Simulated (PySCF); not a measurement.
A series of related molecules.

All values: PBE0/pcSseg-1 (PySCF) at GFN2-xTB geometries, gas phase, one conformer each.

**Question.** Rank by the lowest Hirshfeld charge on any atom, highest value first.
A. `CCOc1ccc(C)cc1`
B. `Cc1ccc(C[SiH3])cc1`
C. `CC1=CC=C(CO)C=C1`
D. `Cc1ccc([S@@](C)=O)cc1`

**Answer.** A (-0.120 e), B (-0.154 e), C (-0.238 e), D (-0.356 e).

**Question.** Rank by HOMO energy, lowest first.
A. 4-methylphenetole, `CCOc1ccc(C)cc1`
B. 4-methylbenzyl alcohol, `Cc1ccc(CO)cc1`
C. 1-methyl-4-(methylsulfinyl)benzene, `Cc1ccc([S@@](C)=O)cc1`

**Answer.** B (-6.97 eV), C (-6.62 eV), A (-6.17 eV).

**Question.** Rank by the highest Hirshfeld charge on any atom, lowest value first.
A. `Cc1ccc(cc1)CO`
B. `Cc1ccc(C[SiH3])cc1`
C. `c1cc(ccc1C)[S@@](C)=O`
D. `CCOc1ccc(C)cc1`

**Answer.** D (+0.069 e), A (+0.158 e), B (+0.314 e), C (+0.339 e).

All values together:

```
               SMILES  formula  μ (D)  HOMO (eV)  LUMO (eV)  lowest IAO charge (e)  highest IAO charge (e)  lowest Hirshfeld charge (e)  highest Hirshfeld charge (e)
Cc1ccc([S@@](C)=O)cc1  C8H10OS   4.07      -6.62      -0.67             -0.905 (O)              +1.110 (S)                   -0.356 (O)                    +0.339 (S)
       CCOc1ccc(C)cc1   C9H12O   1.23      -6.17      -0.08             -0.424 (C)              +0.196 (C)                   -0.120 (C)                    +0.069 (C)
   Cc1ccc(C[SiH3])cc1  C8H12Si   0.36      -6.55      -0.12             -0.533 (C)             +0.614 (Si)                   -0.154 (C)                   +0.314 (Si)
        Cc1ccc(CO)cc1   C8H10O   2.01      -6.97      -0.30             -0.548 (O)              +0.347 (H)                   -0.238 (O)                    +0.158 (H)
```

Conformers: `[CH3:1][c:2]1[cH:3][cH:4][c:5]([S@@:6]([CH3:7])=[O:8])[cH:9][cH:10]1` with C4–C5–S6–C7 -102°; `[CH3:1][CH2:2][O:3][c:4]1[cH:5][cH:6][c:7]([CH3:8])[cH:9][cH:10]1` with C1–C2–O3–C4 180°, C2–O3–C4–C5 180°; `[CH3:1][c:2]1[cH:3][cH:4][c:5]([CH2:6][SiH3:7])[cH:8][cH:9]1` with C4–C5–C6–Si7 -89°; `[CH3:1][c:2]1[cH:3][cH:4][c:5]([CH2:6][OH:7])[cH:8][cH:9]1` with C4–C5–C6–O7 -75°, C5–C6–O7–H -55°.
